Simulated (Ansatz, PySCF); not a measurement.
Reaction (SMILES): [CH3][Ge]([F])([F])[F] + 4 [H][H] (H2) -> C (CH4) + 3 F (HF) + [GeH4] (GeH4)
Geometries: B3LYP-D3(BJ)/def2-TZVP minima from Ansatz (a program for electronic structure). Frequencies are from Ansatz or PySCF.
Geometry of the first species:
SMILES: [F][Ge]([F])([CH3])[F]
```xyz
8

C     -1.9206    -0.0137     0.1074
Ge    -0.0001     0.0000     0.0000
F      0.7689    -0.1770     1.5335
F      0.6360    -1.2674    -0.9816
F      0.6342     1.4589    -0.6660
H     -2.2459    -0.9600     0.5348
H     -2.2471     0.8096     0.7397
H     -2.3333     0.1019    -0.8928
```

Property: energy of full hydrogenation (0 K, with B3LYP-D3(BJ) harmonic zero-point energies), in kcal/mol. Correlated levels leave the core frozen unless marked. Spin-orbit coupling is left out. The frozen core is the preceding noble-gas configuration, with the filled d and f shells of earlier blocks. No relativistic terms. CBS(X,Y): correlation extrapolated as X^-3; Hartree-Fock from the larger set.

| level | program | energy of full hydrogenation (kcal/mol) |
|---|---|---|
| BLYP-D4/def2-TZVPD | Ansatz + dftd4 | (withheld) |
| r2SCAN-D3(BJ)/def2-TZVPD | Ansatz + dftd3 | 46.0 |
| B3LYP/def2-TZVPD | Ansatz | 38.6 |
| r2SCANh-D4/def2-TZVPD | Ansatz + dftd4 | 44.0 |
| CAM-B3LYP-D3(BJ)/def2-TZVPD | Ansatz + dftd3 | (withheld) |
| LC-wPBE/def2-TZVPD | Ansatz | (withheld) |
| wB97M-V/def2-TZVPD | Ansatz | 40.4 |
| SCS-MP2/cc-pVTZ | Ansatz | 50.0 |
| SCS-MP2/cc-pVQZ | Ansatz | 50.6 |
| CCSD/6-31G* | Ansatz | 76.6 |
| CCSD(T)/CBS(cc-pVTZ,cc-pVQZ) | Ansatz | 47.9 |

**Question.** Fill in the missing entries.

**Answer.** 
- BLYP-D4/def2-TZVPD, energy of full hydrogenation (kcal/mol): 44.5
- CAM-B3LYP-D3(BJ)/def2-TZVPD, energy of full hydrogenation (kcal/mol): 40.0
- LC-wPBE/def2-TZVPD, energy of full hydrogenation (kcal/mol): 36.7
